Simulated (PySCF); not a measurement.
## Ionisation and electron attachment of `O=C1OB(F)OC1=O` (C2BFO4)

System: `O=C1OB(F)OC1=O` (C2BFO4). Numbering: `[O:1]=[C:2]1[O:3][B:4]([F:5])[O:6][C:7]1=[O:8]`

Level of theory: B3LYP-D3(BJ)/ma-def2-SVP single points in PySCF, grid level 2; every species was optimised with PBE0-D3(BJ)/def2-SVP. Zero-point and thermal terms (298.15 K, 1 bar) come from unscaled PBE0-D3(BJ)/def2-SVP harmonic frequencies, with soft modes damped to free rotors in the entropy.

Frontier levels of the parent: HOMO -9.12 eV, LUMO -3.58 eV.

Oxidation to the radical cation, in which a bond forms, breaks or stretches far on relaxation (`O=[C]OB(F)[O+]=C=O`):
* Vertical ionisation energy (electronic): 11.66 eV
* Adiabatic ionisation energy (with zero-point energy): 11.10 eV
* Adiabatic, electronic part: 11.15 eV
* Vertical gap at the product's structure: 10.15 eV
* ⟨S²⟩ of the product: 0.756
* Largest spin populations: O1 0.34, O8 0.34, O6 0.09, O3 0.09
* Largest changes of atomic charge: O1 0.23, O8 0.23, O3 0.12, O6 0.12
* Distances that move most (Å): C2–C7 1.547 → 1.827; O6–C7 1.366 → 1.296; C2–O3 1.366 → 1.296; B4–F5 1.300 → 1.267

Reduction to the radical anion:
* Vertical electron affinity (electronic): 1.15 eV
* Adiabatic electron affinity (with zero-point energy): 1.86 eV
* Adiabatic, electronic part: 1.80 eV
* Vertical gap at the product's structure: 2.33 eV
* Inner reorganisation energy (four-point): 1189 meV
* Relaxation of product / of parent: 652 / 537 meV
* ⟨S²⟩ of the product: 0.754
* Largest spin populations: O1 0.27, O8 0.27, C2 0.21, C7 0.21
* Largest changes of atomic charge: O8 -0.20, O1 -0.20, C2 -0.15, C7 -0.15
* Distances that move most (Å): C2–C7 1.547 → 1.438; C2–O3 1.366 → 1.446; O6–C7 1.366 → 1.445; O1–C2 1.180 → 1.224

Known limits: structures of the anions come from def2-SVP, which lacks diffuse functions; ma-def2-SVP is a small basis, whose errors can reach tens of kJ/mol.
